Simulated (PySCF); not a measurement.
**Core-level binding energies of GaH2(CCH)**

GaH2(CCH), C₂H₃Ga.
Structure used (PBE0-D3(BJ)/def2-SVP), in Å, numbered top down from 1:
```xyz
6
C2H3Ga angstrom
Ga     0.6491    1.1253    0.0079
H      2.2105    1.0740    0.0533
H     -0.1729    2.4541   -0.0271
C     -0.3104   -0.5351   -0.0034
C     -0.9195   -1.5930   -0.0118
H     -1.4569   -2.5252   -0.0189
```

Method used: PySCF 2.14.0, delta-SCF UKS SCAN, pcX-2 on the ionised atom, pcseg-1 elsewhere, spin-free X2C. These are vertical core ionisation energies against the vacuum level, from separate self-consistent calculations with and without the core hole.

Q: List the computed XPS lines with their assignment.

A: 
```
atom(s)                environment  level  binding energy (eV)  above the level's lowest (eV)  count
     C4  carbon bonded to C and Ga   C 1s               290.17                           0.00      1
     C5   carbon bonded to C and H   C 1s               290.47                          +0.30      1
```

The listed C 1s values span 0.30 eV, from C4 (bonded to C and Ga) to C5 (bonded to C and H).

Q: Express the binding energy of C 1s of C5 in atomic units and per mole.

A: 290.47 eV = 10.6746 Eh = 28026 kJ/mol.

Q: What is the longest wavelength that can ionise C 1s of C5 vertically?

A: λ = hc/E = 12398.42 eV Å / 290.47 eV = 42.684 Å.

Spin contamination (⟨S²⟩ against 0.75 for a pure doublet) is marked for C 1s of C4 (0.87) and C 1s of C5 (0.86), which makes these values less certain. No level of gallium is listed. Geometry: PBE0-D3(BJ)/def2-SVP; no solvent, vibrations or thermal averaging.
